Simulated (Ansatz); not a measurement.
Ansatz (an electronic-structure program) input for C6H5O, SMILES c1[c]cc(cc1)O, multiplicity 2, PBE0-D3(BJ)/def2-SVP. 

Ansatz 0.2 input:
```yaml
crystal:
  periodic: [false, false, false]
  atoms:
    - {symbol: O, position_ang: [0.02636888, -2.28462132, 0.00000000]}
    - {symbol: C, position_ang: [-0.00453850, -0.92502886, 0.00000000]}
    - {symbol: C, position_ang: [-1.27530657, -0.29515119, 0.00000000]}
    - {symbol: C, position_ang: [-1.27701551, 1.08434655, 0.00000000]}
    - {symbol: C, position_ang: [-0.17148432, 1.91948211, 0.00000000]}
    - {symbol: C, position_ang: [1.08084307, 1.26738874, 0.00000000]}
    - {symbol: C, position_ang: [1.16457609, -0.13324142, 0.00000000]}
    - {symbol: H, position_ang: [0.95839919, -2.57244454, 0.00000000]}
    - {symbol: H, position_ang: [-2.18592445, -0.91401823, 0.00000000]}
    - {symbol: H, position_ang: [-0.24393132, 3.01742995, 0.00000000]}
    - {symbol: H, position_ang: [2.00700162, 1.86446149, 0.00000000]}
    - {symbol: H, position_ang: [2.15105836, -0.62523361, 0.00000000]}
basis:
  gaussian:
    orbitals: def2-SVP
hamiltonian:
  xc: pbe0
  dispersion: d3bj
magnetization: {spin_polarized: true, initial_magnetization: 1}
relax: {f_tol: 0.002, max_steps: 200}
```

Log of the run:

```
WARN ansatz: RAYON_NUM_THREADS=2 ignored (pool sized by the plan → 2); use --threads N
Functional definition: PBE0
integrals: 0.09 GiB planned
1423 factors; integrals over basis functions are off by at most 3.9e-4 eV
mean field: 1.15 GiB planned
mean field evaluation 1: about -8326.1616 eV, gradient 3.5e1 eV
mean field evaluation 2: about -8326.3274 eV, gradient 3.6e1 eV
mean field evaluation 4: about -8332.2750 eV, gradient 2.4e0 eV
mean field evaluation 8: about -8332.3632 eV, gradient 3.2e-1 eV
mean field evaluation 16: about -8332.3647 eV, gradient 3.0e-3 eV
mean field -8332.36467746 eV, -306.2087540169 hartree, gradient 3.8e-5 eV, S^2 0.761276; 0 other end points of the search recorded, 0 dependent functions left out
the calculation of the forces begins
reference -8332.36470128 eV, -306.2087548926 hartree; 25, 24 occupied and 98, 99 virtual orbitals, 1423 factors
relax step   1: F+E_penalty+E_count = -8332.62942346 eV  Δ(F+E_penalty+E_count) = +0.000e0 eV  max|allowed force component| = 6.033e-1 eV/Å  Δτ_max = 0.0000 Å  (41 SCF iters, accepted)
these checks for a lower state are left out or cut short: starts, cluster_reference, orbital_swaps, neighbouring_geometries, increment
integrals: 0.09 GiB planned
1423 factors; integrals over basis functions are off by at most 3.8e-4 eV
mean field: 1.15 GiB planned
mean field evaluation 32: about -8332.3896 eV, gradient 2.2e-5 eV
mean field -8332.38959748 eV, -306.2096698108 hartree, gradient 2.2e-5 eV, S^2 0.760834; 0 other end points of the search recorded, 0 dependent functions left out
the calculation of the forces begins
reference -8332.38962117 eV, -306.2096706813 hartree; 25, 24 occupied and 98, 99 virtual orbitals, 1423 factors
relax step   2: F+E_penalty+E_count = -8332.65521040 eV  Δ(F+E_penalty+E_count) = -2.579e-2 eV  max|allowed force component| = 1.970e-1 eV/Å  Δτ_max = 0.0164 Å  (42 SCF iters, accepted)
these checks for a lower state are left out or cut short: starts, cluster_reference, orbital_swaps, neighbouring_geometries, increment
integrals: 0.09 GiB planned
1423 factors; integrals over basis functions are off by at most 3.8e-4 eV
mean field: 1.15 GiB planned
mean field -8332.39135923 eV, -306.2097345538 hartree, gradient 9.1e-6 eV, S^2 0.760715; 0 other end points of the search recorded, 0 dependent functions left out
the calculation of the forces begins
reference -8332.39138287 eV, -306.2097354229 hartree; 25, 24 occupied and 98, 99 virtual orbitals, 1423 factors
relax step   3: F+E_penalty+E_count = -8332.65724043 eV  Δ(F+E_penalty+E_count) = -2.030e-3 eV  max|allowed force component| = 4.248e-2 eV/Å  Δτ_max = 0.0060 Å  (35 SCF iters, accepted)
these checks for a lower state are left out or cut short: starts, cluster_reference, orbital_swaps, neighbouring_geometries, increment
integrals: 0.09 GiB planned
1423 factors; integrals over basis functions are off by at most 3.8e-4 eV
mean field: 1.15 GiB planned
mean field -8332.39146563 eV, -306.2097384641 hartree, gradient 2.6e-5 eV, S^2 0.760724; 0 other end points of the search recorded, 0 dependent functions left out
the calculation of the forces begins
reference -8332.39148928 eV, -306.2097393333 hartree; 25, 24 occupied and 98, 99 virtual orbitals, 1423 factors
relax step   4: F+E_penalty+E_count = -8332.65731104 eV  Δ(F+E_penalty+E_count) = -7.061e-5 eV  max|allowed force component| = 1.706e-2 eV/Å  Δτ_max = 0.0047 Å  (30 SCF iters, accepted)
these checks for a lower state are left out or cut short: starts, cluster_reference, orbital_swaps, neighbouring_geometries, increment
integrals: 0.09 GiB planned
1423 factors; integrals over basis functions are off by at most 3.8e-4 eV
mean field: 1.15 GiB planned
mean field -8332.39148006 eV, -306.2097389944 hartree, gradient 3.0e-5 eV, S^2 0.760718; 0 other end points of the search recorded, 0 dependent functions left out
the calculation of the forces begins
reference -8332.39150372 eV, -306.2097398637 hartree; 25, 24 occupied and 98, 99 virtual orbitals, 1423 factors
relax step   5: F+E_penalty+E_count = -8332.65732676 eV  Δ(F+E_penalty+E_count) = -1.572e-5 eV  max|allowed force component| = 4.008e-3 eV/Å  Δτ_max = 0.0008 Å  (30 SCF iters, accepted)
these checks for a lower state are left out or cut short: starts, cluster_reference, orbital_swaps, neighbouring_geometries, increment
integrals: 0.09 GiB planned
1423 factors; integrals over basis functions are off by at most 3.8e-4 eV
mean field: 1.15 GiB planned
mean field -8332.39147952 eV, -306.2097389746 hartree, gradient 1.7e-5 eV, S^2 0.760720; 0 other end points of the search recorded, 0 dependent functions left out
the calculation of the forces begins
reference -8332.39150317 eV, -306.2097398438 hartree; 25, 24 occupied and 98, 99 virtual orbitals, 1423 factors
relax step   6: F+E_penalty+E_count = -8332.65732723 eV  Δ(F+E_penalty+E_count) = -4.742e-7 eV  max|allowed force component| = 2.619e-4 eV/Å  Δτ_max = 0.0002 Å  (26 SCF iters, accepted)
integrals: 0.09 GiB planned
1423 factors; integrals over basis functions are off by at most 3.8e-4 eV
mean field: 1.15 GiB planned
mean field evaluation 64: about -8332.3318 eV, gradient 5.7e-1 eV
mean field -8332.39147952 eV, -306.2097389746 hartree, gradient 1.7e-5 eV, S^2 0.760720; 1 other end points of the search recorded, 0 dependent functions left out
the calculation of the forces begins
reference -8332.39150317 eV, -306.2097398438 hartree; 25, 24 occupied and 98, 99 virtual orbitals, 1423 factors
Total energy: -8332.65735089 eV, -306.2195095670 hartree
Atom 0 at     0.031689    -2.264074    -0.000000 Å, force     0.000128     0.000099     0.000000 eV/Å
Atom 1 at    -0.002942    -0.916995    -0.000000 Å, force     0.000200    -0.000122    -0.000000 eV/Å
Atom 2 at    -1.263542    -0.294069     0.000000 Å, force    -0.000262     0.000007     0.000000 eV/Å
Atom 3 at    -1.267542     1.077929     0.000000 Å, force     0.000170     0.000154     0.000000 eV/Å
Atom 4 at    -0.167480     1.907384    -0.000000 Å, force    -0.000241     0.000045    -0.000000 eV/Å
Atom 5 at     1.074348     1.260459     0.000000 Å, force     0.000086    -0.000197     0.000000 eV/Å
Atom 6 at     1.157429    -0.131362     0.000000 Å, force    -0.000022     0.000025     0.000000 eV/Å
Atom 7 at     0.948571    -2.559262    -0.000000 Å, force    -0.000071     0.000059    -0.000000 eV/Å
Atom 8 at    -2.168797    -0.905830     0.000000 Å, force     0.000007    -0.000015     0.000000 eV/Å
Atom 9 at    -0.243210     2.996835    -0.000000 Å, force     0.000002    -0.000043     0.000000 eV/Å
Atom 10 at     1.994561     1.851397    -0.000000 Å, force     0.000024     0.000025     0.000000 eV/Å
Atom 11 at     2.136962    -0.619042     0.000000 Å, force    -0.000020    -0.000037     0.000000 eV/Å
Dipole moment:     0.441500    -0.117622     0.000000 e Å
```

The calculation finished and met its thresholds.

Cost: about 60 core-seconds (a rough figure).
